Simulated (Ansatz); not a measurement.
Energy needed to pull apart CH4SiTe (SMILES C1[SiH2][Te]1), singlet, into free ground-state atoms, from the structure below (displaced at random from a GFN2-xTB minimum); no zero-point or spin–orbit terms; open-shell atoms are treated unrestricted, in their ground-state multiplicity.

```
7
angstrom
C -0.6578 -0.3617 -0.6648
Si 0.5791 0.5440 0.4583
Te 0.0937 -1.8764 0.8570
H -0.3434 -0.6203 -1.5248
H -1.7524 -0.2357 -0.2947
H 0.1853 1.4852 1.4735
H 1.5000 0.7200 -0.2416
```

Computed with Ansatz 0.2.0 (basis: def2-TZVPP); correlated methods freeze the cores. Filled d shells of the heavier atoms are correlated. Core potentials replace the inner electrons of the atoms past krypton. The def2 sets are not built for correlating such inner shells, so the correlated values are less sure here.

| method | atomization energy (eV) |
| --- | --- |
| PBE-D4 | ? |
| revPBE-D4 | 20.39 |
| r2SCAN-D4 | 20.65 |
| PBE0-D4 | 20.57 |
| CAM-B3LYP-D4 | 20.47 |
| wB97M-V | ? |
| HF | 14.01 |
| MP2 | 20.26 |
| CCSD | 19.58 |
| CCSD(T) | 20.02 |

Problem. What does PBE-D4 give? (Judge from chemistry; the value comes from the calculation.)

Solution. By the calculation: 20.88 eV, which is about 0.86 eV more than CCSD(T)/def2-TZVPP.

Problem. What does wB97M-V give? (Judge from chemistry; the value comes from the calculation.)

Solution. Computed: 20.54 eV, which is about 0.52 eV more than CCSD(T)/def2-TZVPP.

In triple zeta the MP2 and coupled-cluster atomization energies are still short of their basis limit by a few kcal/mol a bond, whereas those of the functionals are nearly converged, so these differences are not deviations from converged CCSD(T).

T1 diagnostic: at most 0.013.

For scale, one of the runs: CCSD(T)/def2-TZVPP forces, 179 basis functions (an equivalent command: `ansatz run in.yaml --threads 4`). Time: 2.5 min of wall clock on 4 CPU threads; the host was shared. Peak host memory: 3.4 GiB.
